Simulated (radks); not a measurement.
Results of a calculation; reference values are marked as such.
Polarisability of the krypton ion Kr2+, [Ar] 3d10 4s2 4p4, at imaginary frequency. Code: a radial shooting solver on a logarithmic mesh with Libxc functionals. Model: scalar-relativistic Kohn-Sham, LB94 model potential, spin-unpolarised, spherical densities, finite nucleus; Fermi nuclear charge, rms radius 4.1884 fm. Response by self-consistent Sternheimer equations with the Hartree and adiabatic LDA kernel, the relativistic mass of each level held fixed and spin-orbit coupling left out.

| w (hartree) | alpha1(iw) (bohr^3) |
|---|---|
| 0.00266 | 7.327 |
| 0.0143 | 7.325 |
| 0.0360 | 7.313 |
| 0.0697 | 7.277 |
| 0.118 | 7.186 |
| 0.186 | 6.987 |
| 0.280 | 6.602 |
| 0.413 | 5.926 |
| 0.605 | 4.894 |
| 0.892 | 3.582 |
| 1.35 | 2.258 |
| 2.12 | 1.219 |
| 3.59 | 0.5707 |
| 6.94 | 0.2268 |
| 17.5 | 0.05792 |

Static values: alpha1 = 7.327 bohr^3 (1.086 angstrom^3; uncoupled 11.52). C6 = 35.95, triple-dipole C9 = 191.9 atomic units. One-pole (London) frequency 4 C6 / (3 alpha1^2) = 0.893 hartree, against 1.370 for minus the highest occupied eigenvalue.
